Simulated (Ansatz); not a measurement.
`N=C([SiH3])I` + silanol → `N=C(I)O[SiH3]` + SiH₄ at 600 K and 1 bar (substitution at a C–Si bond).

Isolated molecules relaxed with PBE0-D4/def2-TZVP in Ansatz; ΔE leaves out vibrations. CBS: MP2 limit from def2 TZ/QZ plus the TZ coupled-cluster correction, frozen cores. This one scheme is used for every species. Elements past krypton have def2 core potentials. For I outer-core shells are correlated without core-valence functions, which leaves a few kJ/mol of doubt a bond. One conformer a species, not always the lowest.

```
        species  CCSD(T)/CBS energy (Eh)  H − E (kJ/mol)  S (J/(mol·K))
 `N=C([SiH3])I`               -681.64518           170.9          411.7
      `O[SiH3]`               -366.69042           135.7          307.9
`N=C(I)O[SiH3]`               -756.85560           191.1          450.3
           SiH₄               -291.46306           108.7          242.3
```

H − E and S are ideal-gas, rigid-rotor, harmonic terms from PBE0-D4/def2-TZVP, for one conformer and one mirror image of each species. 1 Eh = 2625.50 kJ/mol, R = 8.31446 J/(mol·K).

Question: By hand: ΔE, ΔH, ΔS and ΔG.

Answer: ΔE = (-756.85560) + (-291.46306) − (-681.64518) − (-366.69042) = 0.01694 Eh = 44.5 kJ/mol. Δ(H − E) = 191.1 + 108.7 − 170.9 − 135.7 = -6.8, so ΔH = 37.7 kJ/mol. ΔS = 450.3 + 242.3 − 411.7 − 307.9 = -27.0 J/(mol·K). ΔG = 37.7 − 600 × (-27.0)/1000 = 53.9 kJ/mol.

Question: By hand: the equilibrium constant, and the temperature at which ΔG would vanish if ΔH and ΔS stayed fixed.

Answer: log₁₀ K = −ΔG/(RT ln 10) = -4.7. ΔH and −TΔS have one sign here, so there is no such temperature.

TΔS isn't small against ΔH here. A doubt of 5 kJ/mol in ΔE shifts log₁₀ K by 0.4 here. Other conformers and mirror images would add mixing entropy, several J/(mol·K) or more a flexible species. Modes under 60 cm⁻¹, often nearly free rotors, make the harmonic entropy too high. These are equilibria of isolated gas molecules and say nothing of rates. Largest T1 diagnostic: 0.012 (customary marks: 0.02 for closed shells, 0.045 for open ones).
